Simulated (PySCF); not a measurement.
# Two-component Hartree-Fock for Tm⁵⁴⁺ (thulium, charge +54)

Start: [Ne] 3s2 3p3; 3p1/2 filled at m_j = -1/2, +1/2; 3p3/2 filled at m_j = +3/2. Calculated with PySCF 2.14 in an uncontracted even-tempered set (18 s from 15 bohr⁻², ratio 2.4; 14 p from 20 bohr⁻², ratio 2.4; 4 d from 69 bohr⁻², ratio 2.6; 4 f from 100 bohr⁻², ratio 2.6): generalised Hartree-Fock with the X2C-1e Hamiltonian and a Gaussian nucleus; one run each with spin-orbit coupling (SO) switched off, then screened by Boettger's factors.

```tsv
spinor shell	electrons	ε, spin-free (eV)	ε, screened SO (eV)	weight of nominal j (screened SO)	rms radius, screened SO (bohr)
1s1/2	2	-63729.7	-63707.3	1.000	0.0227
2s1/2	2	-14052.6	-14043.1	1.000	0.0904
2p1/2	2	-12878.7	-13592.5	1.000	0.0770
3s1/2	2	-5580.5	-5576.7	1.000	0.217
3p1/2	2	-5253.2	-5416.2	0.999	0.206
3p3/2	1	-5253.2	-5160.9	1.000	0.217
```

Where does 2p3/2 lie, and what is the 2p spin-orbit splitting (screened SO)?

At -12572.8 eV, 1019.6 eV above 2p1/2.

```csv
quantity,spin-free,screened SO
E (hartree),-10503.36782,-10522.63333
M_J,3/2,3/2
⟨J²⟩,3.750,3.750
⟨L²⟩,0.000,2.551
⟨S²⟩,3.750,1.507
```

Each row is a mean over spinors that exchange with the open shell spreads, by up to 28.237 eV (3s1/2).

Breit and QED terms are absent; they matter most for the inner s and p1/2 levels.

Densities and radii are taken from the X2C orbitals without a picture-change correction, which distorts them close to the nucleus.

Without spin-orbit coupling the j labels of p, d and f shells carry no meaning; the spin-free column gives the mean over the occupied spinors of each nl shell.
